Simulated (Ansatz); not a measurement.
`F[SiH2]BC[SiH3]` and `FBC[SiH3]` differ in one atom or group.

Ansatz, PBE0-D4/def2-TZVP geometries, multiplicity 1. Each molecule was computed in one conformer, which needn't be the lowest.

| property | `F[SiH2]BC[SiH3]` |
| --- | --- |
| HOMO–LUMO gap (ωB97M-V/def2-TZVPP) / eV | 10.01 |
| HOMO–LUMO gap (B3LYP/def2-TZVPP) / eV | 5.57 |
| HOMO energy (PBE/def2-TZVPP) / eV | -6.73 |
| LUMO energy (PBE/def2-TZVPP) / eV | -3.01 |
| HOMO–LUMO gap (PBE0/def2-TZVPP) / eV | 5.91 |
| size of the dipole moment (ωB97M-V/def2-TZVPP) / D | 2.57 |

**Question.** Give the same properties after the change, and the shifts. (Estimate.)

**Answer.** The calculation gave: 
```csv
property,`FBC[SiH3]`,shift
HOMO–LUMO gap (ωB97M-V/def2-TZVPP) / eV,12.35,2.34
HOMO–LUMO gap (B3LYP/def2-TZVPP) / eV,7.70,2.13
HOMO energy (PBE/def2-TZVPP) / eV,-7.41,-0.68
LUMO energy (PBE/def2-TZVPP) / eV,-1.70,1.31
HOMO–LUMO gap (PBE0/def2-TZVPP) / eV,8.14,2.23
size of the dipole moment (ωB97M-V/def2-TZVPP) / D,1.35,-1.22
```

With PBE0 the HOMO falls by 0.85 eV and the LUMO rises by 1.37 eV, so the gap widens by about 2.22 eV. PBE moves the HOMO by -0.68 eV and ωB97M-V by -0.97 eV. Dipoles are sizes alone; their direction can turn.

B3LYP here is the variant with VWN-RPA as its local correlation; programs differ in this.
